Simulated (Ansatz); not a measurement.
`BB(F)BF` + H₂ → `FBBF` + BH₃ at 400 K and 1 bar (hydrogenolysis of a B–B bond).

Computed with Ansatz on PBE0-D4/def2-TZVP structures; ΔE is electronic, products minus reactants. CCSD(T)/CBS is the MP2 limit (def2-TZVPP, def2-QZVPP) plus CCSD(T) − MP2 in def2-TZVPP, frozen cores. This one scheme is used for every species. Each species was taken in one conformer, which may not be the lowest.

| species | CCSD(T)/CBS energy (Eh) | H − E (kJ/mol) | S (J/(mol·K)) |
| --- | --- | --- | --- |
| `BB(F)BF` | -275.80597 | 138.2 | 363.5 |
| H₂ | -1.17544 | 38.0 | 139.0 |
| `FBBF` | -250.44368 | 100.8 | 310.1 |
| BH₃ | -26.55200 | 82.6 | 199.4 |

H − E and S are ideal-gas, rigid-rotor, harmonic terms from PBE0-D4/def2-TZVP, for one conformer and one mirror image of each species. For small species the MP2-based limit differs from directly extrapolated CCSD(T) by up to some mEh (0.8 for H₂); such offsets cancel only in part. 1 Eh = 2625.50 kJ/mol, R = 8.31446 J/(mol·K).

Task: By hand: ΔE, ΔH, ΔS and ΔG.

Result: ΔE = (-250.44368) + (-26.55200) − (-275.80597) − (-1.17544) = -0.01427 Eh = -37.5 kJ/mol. Δ(H − E) = 100.8 + 82.6 − 138.2 − 38.0 = 7.2, so ΔH = -30.3 kJ/mol. ΔS = 310.1 + 199.4 − 363.5 − 139.0 = 7.0 J/(mol·K). ΔG = -30.3 − 400 × (7.0)/1000 = -33.1 kJ/mol.

Task: By hand: the equilibrium constant, and the temperature at which ΔG would vanish if ΔH and ΔS stayed fixed.

Result: log₁₀ K = −ΔG/(RT ln 10) = 4.3. ΔH and −TΔS have one sign here, so there is no such temperature.

The number of gas molecules stays the same, so ΔS is small and ΔH decides. A doubt of 5 kJ/mol in ΔE shifts log₁₀ K by 0.7 here. Other conformers and mirror images would add mixing entropy, several J/(mol·K) or more a flexible species. These are equilibria of isolated gas molecules and say nothing of rates. Largest T1 diagnostic: 0.014 (customary marks: 0.02 for closed shells, 0.045 for open ones).

ΔS is within the doubt of such terms, so its sign, and with it that verdict, could turn.
